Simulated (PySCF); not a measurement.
C₃H₆O₂Si, SMILES C(=O)([SiH3])OC=C.

The structure is a stationary point at PBE0-D3(BJ)/def2-SVP. One conformer was computed; it need not be the lowest.

Calculation: PBE0-D3(BJ)/def2-SVP (PySCF).

Frequencies are harmonic and unscaled.

List the normal modes with their intensities. (Estimate from the structure and the level; the computed values follow.)


```csv
mode,ν (cm⁻¹),IR (km/mol),Raman (Å⁴/amu),depolarisation,moving atoms (share of kinetic energy)
1,2,0.2,0.2,0.75,H 88 %
2,77,0.6,3.8,0.75,"C 40 %, H 26 %, O 24 %, Si 10 %"
3,161,1.0,2.5,0.75,"H 42 %, O 39 %, C 17 %"
4,165,1.1,0.5,0.54,"C 32 %, O 31 %, H 20 %, Si 17 %"
5,290,3.0,1.9,0.21,"O 41 %, C 40 %, H 12 %"
6,384,24.2,8.4,0.41,"Si 37 %, O 36 %, C 15 %, H 12 %"
7,457,26.8,2.6,0.75,"H 53 %, C 31 %, O 15 %"
8,530,1.5,2.1,0.12,"C 38 %, H 30 %, O 17 %, Si 15 %"
9,623,41.2,14.3,0.67,"H 79 %, Si 12 %"
10,709,7.9,10.2,0.75,"H 53 %, C 39 %"
11,749,7.9,1.3,0.75,"H 44 %, C 40 %, O 14 %"
12,837,21.5,5.6,0.13,"O 71 %, H 17 %, C 12 %"
13,896,272.6,9.4,0.75,H 85 %
14,926,42.4,3.4,0.75,"H 71 %, C 29 %"
15,927,26.5,6.4,0.65,"H 52 %, C 25 %, O 19 %"
16,937,54.1,20.6,0.75,"H 79 %, O 10 %, C 9 %"
17,939,44.9,21.7,0.75,H 97 %
18,1006,25.1,1.9,0.75,"H 91 %, C 9 %"
19,1145,23.4,3.2,0.74,"C 71 %, H 25 %"
20,1241,466.5,9.4,0.75,"C 49 %, O 35 %, H 15 %"
21,1359,56.4,21.6,0.34,"H 81 %, C 10 %, O 9 %"
22,1402,19.1,1.3,0.75,"H 83 %, C 13 %"
23,1718,83.6,53.4,0.17,"C 87 %, H 12 %"
24,1842,166.4,4.1,0.30,"C 60 %, O 39 %"
25,2251,41.9,253.6,0.01,H 99 %
26,2263,81.8,96.7,0.75,H 96 %
27,2267,89.4,81.2,0.75,H 96 %
28,3199,1.1,103.6,0.27,H 94 %
29,3232,11.4,131.2,0.21,"H 91 %, C 9 %"
30,3330,4.2,44.1,0.73,"H 89 %, C 11 %"
```
